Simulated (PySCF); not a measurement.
**H3O2Si, SMILES `O[SiH]O` (H–O–Si–O torsion 48°, O–Si–O–H torsion -159°) (charge 0, multiplicity 2)**

These are PBE-D3(BJ)/def2-TZVP // PBE0-D4/def2-TZVP run with PySCF values and carry that method's errors.

| Property | Value |
|---|---|
| highest occupied spin orbital | -4.46 eV |
| dipole moment | 1.83 D |
| total energy | -12015.34 eV |
| cost | about 2.6 core-minutes (a rough figure) |

```xyz
6

O     -1.4945    -0.0142    -0.0195
Si     0.0278     0.3981     0.4319
O      1.0742    -0.5797    -0.3914
H     -1.7164    -0.9474    -0.0156
H      0.1561     1.8303     0.0185
H      1.9529    -0.6872    -0.0239
```
Charge 0, spin multiplicity 2.
